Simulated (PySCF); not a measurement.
CdBr2, SMILES [Br][Cd][Br].

Geometry: B3LYP-D3(BJ)/def2-SVP. The structure was generated by enumeration; whether it is a known compound was not checked. The def2 effective core potentials stand for the cores of Cd; spin–orbit coupling is left out.

Two levels are set side by side: TDDFT-PBE/def2-SVPD (PySCF) and TDDFT-PBE0/def2-SVPD (PySCF). Vertical, same geometry. The lowest singlet is HOMO→LUMO 100 % with PBE and HOMO−1→LUMO 100 % with the other functional; states are paired by order. Differences are taken from unrounded values.

```
quantity                              TDDFT-PBE0
------------------------------------  ----------
lowest singlet excitation (eV)              4.57
lowest triplet excitation (TDA) (eV)        4.26
```

Problem. What does TDDFT-PBE give, and how far is it from TDDFT-PBE0? (Estimate from the structure and the level; the computed values follow.)

Solution. 
```csv
quantity,TDDFT-PBE,TDDFT-PBE minus TDDFT-PBE0
lowest singlet excitation (eV),3.98,-0.59
lowest triplet excitation (TDA) (eV),3.69,-0.57
```

Functionals without exact exchange tend to place singlet excitations lower, as here. Differences between two approximate levels are no errors against the true value.

Rough cost on one machine, each run with all the roots and properties that it gave: TDDFT-PBE0 against TDDFT-PBE about 3 times.
